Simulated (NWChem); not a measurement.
System: NbSCl3; SMILES [Cl][Nb](=[S])([Cl])[Cl]

Program: NWChem. Coordinates come from a PBE-D3(BJ)/def2-SVP (def2 core potentials past Kr) optimisation.

For level B3LYP/STO-3G, non-relativistic:

highest occupied level (eV): -5.77
orbital gap (eV): 4.90
dipole (D): 1.47

Q: Estimate the same quantities for level B3LYP/3-21G, non-relativistic.

A: 
| Property | Value |
|---|---|
| highest occupied level (eV) | -8.71 |
| orbital gap (eV) | 4.27 |
| dipole (D) | 0.04 |
